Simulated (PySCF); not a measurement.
**Vertical excitation energies**

Compound: C₄H₃FP₂.
SMILES: `Fc1cpccp1`

The calculation used PySCF 2.14.0, density-fitted response routines, TDDFT PBE0/def2-SVPD, vertical, gas phase, core orbitals frozen in the response. Isolated species at its GFN2-xTB geometry, gas phase.

| state | λ (nm) | E (eV) | f | \|μ\| (D) | symmetry | main configurations (H = HOMO, L = LUMO) |
| --- | --- | --- | --- | --- | --- | --- |
| S1 | 291.2 | 4.26 | 0.089 | 2.35 | A′ | H→L (53%), H-2→L (24%), H→L+1 (19%) |
| S2 | 279.2 | 4.44 | 0.019 | 1.06 | A″ | H-1→L (99%) |
| S3 | 275.1 | 4.51 | 0.110 | 2.54 | A′ | H→L (40%), H→L+1 (30%), H-2→L (27%) |
| S4 | 261.8 | 4.74 | 0.0035 | 0.44 | A″ | H-3→L (98%) |
| S5 | 234.0 | 5.30 | 0.0001 | 0.08 | – | H-1→L+1 (98%) |
| S6 | 228.6 | 5.42 | 0.196 | 3.09 | A′ | H→L+1 (46%), H-2→L (46%) |
| S7 | 219.1 | 5.66 | 0.0000 | 0.03 | – | H-3→L+1 (98%) |
| S8 | 214.2 | 5.79 | 0.0005 | 0.15 | – | H-4→L (98%) |

Triplets, Tamm–Dancoff:

| state | E (eV) | λ (nm) | main configurations (H = HOMO, L = LUMO) |
| --- | --- | --- | --- |
| T1 | 2.44 | 508.4 | H→L (96%) |
| T2 | 3.62 | 342.4 | H-1→L (96%) |
| T3 | 3.78 | 328.3 | H→L+1 (50%), H-2→L (49%) |

The lowest singlet comes at 291 nm (411 kJ/mol) in the ultraviolet; it is of moderate strength; its leading configuration is HOMO→LUMO (53%). The most intense listed level is S6 at 5.42 eV (229 nm, f = 0.196), 1.17 eV above S1. Löwdin shares by element: HOMO phosphorus 50%, carbon 27% or more (atoms not listed hold the other 23%); LUMO phosphorus 59%, carbon 21% or more (atoms not listed hold the other 21%). The oscillator strengths of these states sum to 0.418; summed over the whole spectrum of an exact calculation they would give the number of electrons, 66 (Thomas–Reiche–Kuhn). Weighted by f, the mean energy of these states is 4.88 eV. Orbital energies (eV): HOMO-3 -8.57, HOMO-2 -8.31, HOMO-1 -8.26, HOMO -7.24, LUMO -2.61, LUMO+1 -1.48, LUMO+2 0.62. Symmetry labels in Cs follow from the direction of the transition dipole and are given only for states with f of 0.002 or more. Singlets were solved by full linear response, triplets in the Tamm–Dancoff approximation.
